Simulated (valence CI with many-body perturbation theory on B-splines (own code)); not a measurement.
## E1 transitions of Tl⁷³⁺

Computed by valence CI with perturbative core correlation (CI+MBPT): six valence electrons over a frozen Dirac-Fock core [He], a basis of 9 s, 9 p, 8 d, 6 f, 3 g, 1 h functions for each j, with the one-electron correlation potential Σ1 (screened to all orders), the two-electron term Σ2, the three-electron term Σ3, Breit, model QED; selected single and double excitations, second order for the rest, scaled by the run's own slope (own B-spline code, finite nucleus).

No measured spectrum was set against this ion. As an estimate, large intervals hold to a few tenths of a per cent, small ones and those within an open d or f shell to about a per cent. Among the levels kept, up to 1900 cm⁻¹ of a level comes from second order outside the variational space, and about a tenth of that is noise between levels of different J, which matters for small intervals.

Lines 51 to 100 of 197 in falling wavelength, among levels below 106540 × 10³ cm⁻¹, chosen from the strongest by gf and those to the six lowest levels. Wavelengths and rates use the calculated energies. Electric multipoles are in the length gauge with retardation, E1 and E2 with the static RPA response of the core. Weak lines are less certain than strong ones. Lines between different terms over intervals too small for the method are left out, as are lines whose strength nearly cancels. The highest levels of a list are the least certain.

Levels are named by their leading jj configuration (3d3/2^4 stands for four electrons in 3d with j = 3/2), which in mixed levels can hold well under half, so a name can repeat and another be missing. Letters in brackets count levels of one name in rising energy.

```csv
λ vac (nm),Upper,Lower,A (s⁻¹),S (a.u.) with core polarisation,S without
2.824,(2s 2p1/2^2 2p3/2^2 3s) J=1 [a],(2s^2 2p1/2 2p3/2^2 3s) J=1 [b],4.11e+10,1.37e-03,1.37e-03
2.746,(2s 2p1/2^2 2p3/2^3) J=2,(2s^2 2p1/2 2p3/2^3) J=2,4.97e+10,2.54e-03,2.54e-03
2.741,(2s 2p1/2^2 2p3/2^2 3p1/2) J=1 [a],(2s^2 2p1/2 2p3/2^2 3p1/2) J=1 [b],5.02e+10,1.53e-03,1.53e-03
2.735,(2s 2p1/2^2 2p3/2^2 3p1/2) J=0,(2s^2 2p1/2 2p3/2^2 3p1/2) J=1 [b],1.29e+11,1.30e-03,1.30e-03
2.665,(2s 2p1/2^2 2p3/2^2 3p1/2) J=1 [b],(2s^2 2p1/2 2p3/2^2 3p1/2) J=2 [b],3.59e+10,1.01e-03,1.01e-03
2.637,(2s 2p1/2^2 2p3/2^3) J=2,(2s^2 2p1/2 2p3/2^3) J=1,5.80e+10,2.63e-03,2.63e-03
2.616,(2s 2p1/2 2p3/2^4) J=1,(2s^2 2p3/2^4) J=0,6.76e+10,1.79e-03,1.80e-03
2.575,(2s 2p1/2^2 2p3/2^2 3s) J=0,(2s^2 2p1/2 2p3/2^2 3s) J=1 [b],8.17e+10,6.88e-04,6.89e-04
2.461,(2s 2p1/2^2 2p3/2^2 3s) J=1 [b],(2s^2 2p1/2 2p3/2^2 3s) J=2 [b],4.49e+10,9.91e-04,9.94e-04
2.406,(2s 2p1/2^2 2p3/2^2 3p1/2) J=2 [b],(2s^2 2p1/2 2p3/2^2 3p1/2) J=3,1.05e+11,3.60e-03,3.60e-03
2.375,(2s 2p1/2^2 2p3/2^2 3s) J=2 [b],(2s^2 2p1/2 2p3/2^2 3s) J=3,7.73e+10,2.56e-03,2.56e-03
2.340,(2s 2p1/2^2 2p3/2^2 3p1/2) J=1 [b],(2s^2 2p1/2 2p3/2^2 3p1/2) J=2 [a],4.38e+10,8.30e-04,8.31e-04
2.264,(2s 2p1/2^2 2p3/2^3) J=1,(2s^2 2p1/2 2p3/2^3) J=2,1.44e+11,2.48e-03,2.48e-03
2.242,(2p1/2^2 2p3/2^4) J=0,(2s 2p1/2 2p3/2^4) J=1,4.68e+11,2.60e-03,2.60e-03
2.190,(2s 2p1/2^2 2p3/2^3) J=1,(2s^2 2p1/2 2p3/2^3) J=1,3.71e+10,5.77e-04,5.78e-04
1.666,(2s^2 2p1/2^2 2p3/2 3p3/2) J=1,(2s^2 2p1/2^2 2p3/2 3s) J=1,2.90e+12,1.99e-02,1.99e-02
1.661,(2s^2 2p1/2^2 2p3/2 3d3/2) J=2,(2s^2 2p1/2^2 2p3/2 3p1/2) J=2,1.21e+12,1.38e-02,1.38e-02
1.659,(2s^2 2p1/2^2 2p3/2 3d3/2) J=2,(2s^2 2p1/2^2 2p3/2 3p1/2) J=1,1.25e+12,1.41e-02,1.41e-02
1.645,(2s^2 2p1/2^2 2p3/2 3p3/2) J=3,(2s^2 2p1/2^2 2p3/2 3s) J=2,3.70e+12,5.69e-02,5.70e-02
1.644,(2s^2 2p1/2^2 2p3/2 3p3/2) J=1,(2s^2 2p1/2^2 2p3/2 3s) J=2,6.41e+11,4.22e-03,4.22e-03
1.642,(2s^2 2p1/2^2 2p3/2 3d3/2) J=3,(2s^2 2p1/2^2 2p3/2 3p1/2) J=2,2.54e+12,3.89e-02,3.89e-02
1.632,(2s^2 2p1/2^2 2p3/2 3d3/2) J=1,(2s^2 2p1/2^2 2p3/2 3p1/2) J=2,4.60e+11,2.96e-03,2.96e-03
1.630,(2s^2 2p1/2^2 2p3/2 3d3/2) J=1,(2s^2 2p1/2^2 2p3/2 3p1/2) J=1,2.15e+12,1.38e-02,1.38e-02
1.619,(2s^2 2p1/2^2 2p3/2 3d3/2) J=0,(2s^2 2p1/2^2 2p3/2 3p1/2) J=1,2.67e+12,5.59e-03,5.59e-03
1.596,(2s^2 2p1/2^2 2p3/2 3p3/2) J=2,(2s^2 2p1/2^2 2p3/2 3s) J=1,2.11e+12,2.12e-02,2.12e-02
1.575,(2s^2 2p1/2^2 2p3/2 3p3/2) J=2,(2s^2 2p1/2^2 2p3/2 3s) J=2,2.08e+12,2.01e-02,2.01e-02
1.536,(2s^2 2p1/2^2 2p3/2 3p3/2) J=0,(2s^2 2p1/2^2 2p3/2 3s) J=1,4.70e+12,8.41e-03,8.41e-03
0.7656,(2s^2 2p3/2^4) J=0,(2s 2p1/2^2 2p3/2^3) J=1,1.41e+11,3.12e-05,3.13e-05
0.4915,(2s 2p1/2^2 2p3/2^2 3s) J=3,(2s^2 2p1/2^2 2p3/2 3s) J=2,7.48e+12,3.07e-03,3.07e-03
0.4901,(2s 2p1/2^2 2p3/2^2 3p1/2) J=2 [a],(2s^2 2p1/2^2 2p3/2 3p1/2) J=2,8.33e+11,2.42e-04,2.42e-04
0.4899,(2s 2p1/2^2 2p3/2^2 3p1/2) J=3,(2s^2 2p1/2^2 2p3/2 3p1/2) J=2,7.26e+12,2.95e-03,2.95e-03
0.4899,(2s 2p1/2^2 2p3/2^2 3p1/2) J=2 [a],(2s^2 2p1/2^2 2p3/2 3p1/2) J=1,6.60e+12,1.91e-03,1.92e-03
0.4868,(2s 2p1/2^2 2p3/2^2 3s) J=2 [a],(2s^2 2p1/2^2 2p3/2 3s) J=1,4.24e+12,1.21e-03,1.21e-03
0.4848,(2s 2p1/2^2 2p3/2^2 3s) J=2 [a],(2s^2 2p1/2^2 2p3/2 3s) J=2,4.39e+12,1.24e-03,1.24e-03
0.4760,(2s 2p1/2^2 2p3/2^3) J=2,(2s^2 2p1/2^2 2p3/2^2) J=2,2.41e+13,6.41e-03,6.42e-03
0.4734,(2s 2p1/2 2p3/2^4) J=0,(2s^2 2p1/2 2p3/2^3) J=1,4.82e+13,2.52e-03,2.53e-03
0.4713,(2s 2p1/2^2 2p3/2^3) J=1,(2s^2 2p1/2^2 2p3/2^2) J=0,1.55e+13,2.41e-03,2.41e-03
0.4700,(2s 2p1/2^2 2p3/2^2 3s) J=1 [a],(2s^2 2p1/2^2 2p3/2 3s) J=1,3.45e+12,5.30e-04,5.31e-04
0.4695,(2s 2p1/2 2p3/2^4) J=1,(2s^2 2p1/2 2p3/2^3) J=2,4.31e+13,6.60e-03,6.61e-03
0.4685,(2p1/2^2 2p3/2^4) J=0,(2s 2p1/2^2 2p3/2^3) J=1,9.73e+13,4.94e-03,4.95e-03
0.4685,(2s 2p1/2^2 2p3/2^2 3s) J=1 [b],(2s^2 2p1/2^2 2p3/2 3s) J=1,4.25e+13,6.47e-03,6.48e-03
0.4682,(2s 2p1/2^2 2p3/2^2 3s) J=1 [a],(2s^2 2p1/2^2 2p3/2 3s) J=2,2.30e+13,3.49e-03,3.49e-03
0.4678,(2s 2p1/2^2 2p3/2^2 3p1/2) J=1 [a],(2s^2 2p1/2^2 2p3/2 3p1/2) J=2,2.24e+13,3.39e-03,3.40e-03
0.4677,(2s 2p1/2^2 2p3/2^2 3p1/2) J=1 [b],(2s^2 2p1/2^2 2p3/2 3p1/2) J=2,7.97e+12,1.21e-03,1.21e-03
0.4676,(2s 2p1/2^2 2p3/2^2 3p1/2) J=1 [a],(2s^2 2p1/2^2 2p3/2 3p1/2) J=1,3.72e+12,5.63e-04,5.64e-04
0.4675,(2s 2p1/2^2 2p3/2^2 3p1/2) J=1 [b],(2s^2 2p1/2^2 2p3/2 3p1/2) J=1,4.14e+13,6.27e-03,6.27e-03
0.4674,(2s 2p1/2^2 2p3/2^2 3p1/2) J=0,(2s^2 2p1/2^2 2p3/2 3p1/2) J=1,2.58e+13,1.30e-03,1.30e-03
0.4674,(2s 2p1/2^2 2p3/2^2 3p1/2) J=2 [b],(2s^2 2p1/2^2 2p3/2 3p1/2) J=2,4.42e+13,1.11e-02,1.11e-02
0.4672,(2s 2p1/2^2 2p3/2^2 3p1/2) J=2 [b],(2s^2 2p1/2^2 2p3/2 3p1/2) J=1,4.81e+12,1.21e-03,1.21e-03
0.4671,(2s 2p1/2^2 2p3/2^2 3s) J=2 [b],(2s^2 2p1/2^2 2p3/2 3s) J=1,6.55e+12,1.65e-03,1.65e-03
```
